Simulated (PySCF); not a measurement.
B3H7N3, SMILES N1B[NH2+]BNB1, charge +1.

Geometry: B3LYP-D3(BJ)/def2-SVP. The isomer is the one that the SMILES or the coordinates give; other isomers of the formula were not compared.

Calculation: PBE/def2-TZVP (PySCF).

Symmetry labels are those of the subgroup C2v that the program uses (full group C2v).

Computed valence orbital energies around the gap with their symmetry:
| orbital | symmetry | energy (eV) |
|---|---|---|
| HOMO−7 | B2 | -16.65 |
| HOMO−6 | A1 | -16.31 |
| HOMO−5 | B2 | -16.11 |
| HOMO−4 | A1 | -14.73 |
| HOMO−3 | B1 | -13.84 |
| HOMO−2 | B2 | -13.26 |
| HOMO−1 | A1 | -12.99 |
| HOMO | A2 | -12.55 |
| LUMO | B1 | -7.11 |
| LUMO+1 | A2 | -6.30 |
| LUMO+2 | A1 | -5.21 |
| LUMO+3 | B1 | -4.14 |
